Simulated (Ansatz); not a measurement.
# Cost against result

Saddle point of AlH2Cl3O2, singlet (AlH₂Cl₃O₂ ([OH][OH][Al]([Cl])([Cl])[Cl]) → AlH₂Cl₃O₂ ([Cl][Al]1([Cl])([ClH])[O][OH]1); bonds formed: Al1–O7, Cl2–H5; dative contacts that become bonds: Al1–O6; bonds broken: H5–O6; bonds weakened to dative contacts: Al1–Cl2), PBE0-D4/def2-TZVP structure:

Al1  (-0.367, -0.785, -0.178)
Cl2  (-2.079, 0.922, -0.614)
Cl3  (-0.046, -1.827, -1.954)
Cl4  (-1.017, -1.823, 1.504)
H5  (-1.003, 1.513, -0.094)
O6  (0.518, 0.725, 0.051)
O7  (1.631, 0.482, 0.918)
H8  (2.361, 0.793, 0.368)
(Å)

Barriers are electronic and count from the start structure reached by relaxing down the imaginary mode.

Ansatz 0.2.0; basis: as named in each row; cores frozen in the correlated methods. B3LYP uses VWN-RPA correlation. Extrapolation: Hartree–Fock as exp(−7.88 √X), correlation as X^−2.97.

Times are rough, for one single point on 8 threads of a shared host (Intel Xeon).

The estimate by CCSD(T) at an estimated basis limit (MP2 extrapolated from triple and quadruple zeta, plus CCSD(T) − MP2 in triple zeta) is 27.99 kcal/mol.

```
      method       basis  time (s)  barrier (kcal/mol)  method less estimate
          HF      STO-3G   under 1               60.33                 32.34
      PBE-D4      STO-3G   under 1               42.51                 14.52
       SPW92    def2-SVP   under 1               25.09                 -2.89
      PBE-D4    def2-SVP         1               24.71                 -3.28
    B3LYP-D4       6-31G         2               27.17                 -0.81
     PBE0-D4    def2-SVP         2               27.81                 -0.17
       SPW92  def2-TZVPP         2               24.53                 -3.45
      PBE-D4  def2-TZVPP         2               24.34                 -3.64
     BLYP-D4  def2-TZVPP         2               23.62                 -4.36
   r2SCAN-D4  def2-TZVPP         5               26.59                 -1.39
    BHLYP-D4  def2-TZVPP         5               29.45                  1.47
     wB97M-V    def2-SVP         6               28.19                  0.20
     PBE0-D4  def2-TZVPP         6               27.47                 -0.52
    B3LYP-D4  def2-TZVPP         6               26.19                 -1.80
CAM-B3LYP-D4  def2-TZVPP         6               27.00                 -0.99
     CCSD(T)    def2-SVP         6               26.66                 -1.33
  r2SCAN0-D4  def2-TZVPP         7               28.72                  0.73
  RPA on PBE  def2-TZVPP         8               25.66                 -2.32
      B97M-V  def2-TZVPP         8               27.66                 -0.33
      B2PLYP  def2-TZVPP         8               26.39                 -1.60
    PBE-QIDH  def2-TZVPP        10               28.55                  0.56
     wB97X-V  def2-TZVPP        10               27.83                 -0.15
     wB97M-V  def2-TZVPP        12               27.72                 -0.27
         MP2  def2-QZVPP        29               27.16                 -0.82
     CCSD(T)  def2-TZVPP       140               27.10                 -0.89
```

All methods are single points on the PBE0-D4 structures.

T1 diagnostic: at most 0.012.

Labels in which every atom is bracketed show which atoms are joined, not bond orders.
